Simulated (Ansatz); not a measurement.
Geometry optimisation, RKS PBE-D4/6-31G* in Ansatz 0.2.0.

The input (input.yaml):

```yaml
crystal:
  periodic: [false, false, false]
  atoms:
    - { symbol: Al, position_ang: [0.0, 0.0, 0.0] }
    - { symbol: "N", position_ang: [0.0, 0.0, 1.92] }
    - { symbol: H, position_ang: [-0.877, -0.2713, 2.45] }
    - { symbol: H, position_ang: [0.877, 0.2713, 2.45] }
    - { symbol: O, position_ang: [1.5415, 0.0, -0.89] }
    - { symbol: H, position_ang: [1.8414, -0.9519, -1.0449] }
    - { symbol: O, position_ang: [-1.5415, 0.0, -0.89] }
    - { symbol: H, position_ang: [-2.0512, -0.8467, -0.6815] }
basis:
  gaussian: { orbitals: "6-31G*" }
hamiltonian:
  xc: pbe
  dispersion: d4
relax:
  f_tol: 0.02
  max_steps: 40
```

Launched with:

```bash
$ ansatz run input.yaml --threads 1 --pin off --max-ram 2048MiB --backend cpu --events-out ev --progress --plain --runs-dir out
```

Where does it end, and by what steps?

The run converged. After 9 steps the energy has fallen by 0.658 eV; H6 moved furthest, 0.72 Å.

| step | energy less start (eV) | largest force component (eV/Å) | accepted |
| --- | --- | --- | --- |
| 0 | 0.0000 | 1.658 | yes |
| 1 | -0.3473 | 1.386 | yes |
| 2 | -0.4573 | 1.139 | yes |
| 3 | -0.5460 | 0.604 | yes |
| 4 | -0.6159 | 0.211 | yes |
| 5 | -0.6344 | 0.271 | yes |
| 6 | -0.6362 | 0.403 | yes |
| 7 | -0.6574 | 0.084 | yes |
| 8 | -0.6558 | 0.167 | no |
| 9 | -0.6583 | 0.011 | yes |

```xyz
8
Properties=species:S:1:pos:R:3
Al 0.074 -0.254 0.118
N -0.055 -0.009 1.879
H -0.912 0.087 2.418
H 0.761 0.122 2.475
O 1.655 -0.263 -0.569
H 1.708 -0.431 -1.526
O -1.276 -0.492 -0.934
H -2.166 -0.558 -0.547
```

Whether the end is a true minimum wasn't checked by a vibrational analysis.

Time of the run: 19 s on 1 thread of Arm Neoverse V2, on a shared host, peak memory 0.13 GiB.
